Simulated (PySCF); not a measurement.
One of the candidates below gave these computed data.

All candidates are C6H6F4.

- Dipole: 3.27 D [PBE0/def2-SVPD]
- UV, strongest line: among the 6 lowest singlet transitions: S6 at 7.70 eV (161 nm, f = 0.403) [TDDFT PBE0/def2-SVPD]
- Rotational structure: rotational constants A, B, C: 1.854, 0.916, 0.705 GHz [GFN2-xTB]
- 1H NMR: chemical shifts (computed TMS as zero) by class: 6.65 (1 H), 6.05 (1 H), 5.66 (1 H), 5.57 (1 H), 3.10 (2 H) ppm [GIAO PBE0/pcSseg-1]
- 13C NMR: chemical shifts (computed TMS as zero) by class: 160.1 (1 C), 140.2 (1 C), 132.6 (1 C), 127.9 (1 C), 120.8 (1 C), 35.5 (1 C) ppm [GIAO PBE0/pcSseg-1]
- NMR, other nuclei: isotropic shieldings of nuclei other than C and H, by class: 252 (3 F), 292 (1 F) ppm [GIAO PBE0/pcSseg-1]
- UV, first state: lowest singlet excitation: 6.47 eV (192 nm, f = 0.011) [TDDFT PBE0/def2-SVPD]

Electronic properties: PySCF, gas phase, density fitting. Levels stand in brackets. The structure is a single GFN2-xTB conformer in the gas phase; no vibrational or solvent corrections. Each NMR value is the plain mean over a class of atoms that symmetry, rotation or inversion makes alike.

**Question.** Which candidate is it?
A. `C=CC/C(=C/F)C(F)(F)F`
B. `F[C@H]1C=C(CC(F)(F)F)C1`
C. `CC#CC[C@H](F)C(F)(F)F`
D. `C=C/C(=C(/C)F)C(F)(F)F`
E. `FC(F)(F)[C@]12C[C@](F)(C1)C2`

**Answer.** A. It is `C=CC/C(=C/F)C(F)(F)F`. Numbering: `[CH2:1]=[CH:2][CH2:3]/[C:4](=[CH:5]/[F:6])[C:7]([F:8])([F:9])[F:10]`. Its formula, C6H6F4, gives 2 degrees of unsaturation: 0 rings and 2 π bonds in the structure found. 6 carbons fall into 6 classes; from least to most shielded: vinylic C–F carbon [C5] (160.1 ppm), alkene CH carbon [C2] (140.2 ppm), CF3 carbon [C7] (132.6 ppm), terminal =CH2 carbon [C1] (127.9 ppm), fully substituted alkene carbon [C4] (120.8 ppm), allylic carbon [C3] (35.5 ppm). Hydrogen classes from least to most shielded: 1 H on a vinylic C–F carbon, C5 (6.65 ppm), 1 H on an alkene CH carbon, C2 (6.05 ppm), 1 H on a terminal =CH2 carbon, C1 (5.66 ppm), 1 H on a terminal =CH2 carbon, C1 (5.57 ppm), 2 H on an allylic carbon, C3 (3.10 ppm). The other shieldings belong to: 252 ppm, fluorine of a CF3 group [F8/F9/F10]; 292 ppm, vinyl fluorine [F6]. The optimised geometry has point group C1 and is an asymmetric top.

The others, at the same levels:
- `F[C@H]1C=C(CC(F)(F)F)C1` fails: its computed 13C shifts are 152.8 (1 C), 147.2 (1 C), 134.3 (1 C), 87.3 (1 C), 44.1 (1 C), 40.7 (1 C) ppm, 1H shifts are 6.54 (1 H), 5.44 (1 H), 3.13 (1 H), 3.08 (1 H), 2.92 (1 H), 2.73 (1 H) ppm and lowest singlet excitation is 6.81 eV (182 nm, f = 0.199) (against 6.47 eV).
- `C=C/C(=C(/C)F)C(F)(F)F` fails: its computed 13C shifts are 172.6 (1 C), 133.8 (1 C), 131.3 (1 C), 123.8 (1 C), 118.7 (1 C), 20.4 (1 C) ppm, 1H shifts are 6.92 (1 H), 5.88 (1 H), 5.68 (1 H), 2.51 (3 H) ppm and rotational constant A is 1.692 GHz (against 1.854 GHz).
- `FC(F)(F)[C@]12C[C@](F)(C1)C2` fails: it has 4 carbon classes against 6; its computed 13C shifts are 134.4 (1 C), 77.0 (1 C), 56.1 (3 C), 27.9 (1 C) ppm, 1H shifts are 2.20 (6 H) ppm and rotational constant A is 2.994 GHz (against 1.854 GHz).
- `CC#CC[C@H](F)C(F)(F)F` fails: its computed 13C shifts are 132.5 (1 C), 92.7 (1 C), 88.8 (1 C), 76.5 (1 C), 23.2 (1 C), 4.4 (1 C) ppm, 1H shifts are 4.85 (1 H), 3.10 (1 H), 2.89 (1 H), 1.99 (3 H) ppm and lowest singlet excitation is 6.63 eV (187 nm, f = 0.000) (against 6.47 eV).

Each candidate is one conformer, not necessarily the lowest. The conformers computed, where there is a choice (atom-mapped SMILES and torsion angles):
- `[CH2:1]=[CH:2][CH2:3]/[C:4](=[CH:5]/[F:6])[C:7]([F:8])([F:9])[F:10]`: C1–C2–C3–C4 -116°, C2–C3–C4–C5 10°, C3–C4–C7–F8 -176°
- `[F:1][C@H:2]1[CH:3]=[C:4]([CH2:5][C:6]([F:7])([F:8])[F:9])[CH2:10]1`: C3–C4–C5–C6 -103°, C4–C5–C6–F7 180°
- `[CH2:1]=[CH:2]/[C:3](=[C:4](/[CH3:5])[F:6])[C:7]([F:8])([F:9])[F:10]`: C1–C2–C3–C4 180°, C2–C3–C7–F8 -60°
- `[F:1][C:2]([F:3])([F:4])[C@:5]12[CH2:6][C@:7]([F:8])([CH2:9]1)[CH2:10]2`: F1–C2–C5–C6 -60°
- `[CH3:1][C:2]#[C:3][CH2:4][C@H:5]([F:6])[C:7]([F:8])([F:9])[F:10]`: C3–C4–C5–F6 -171°, C4–C5–C7–F8 50°
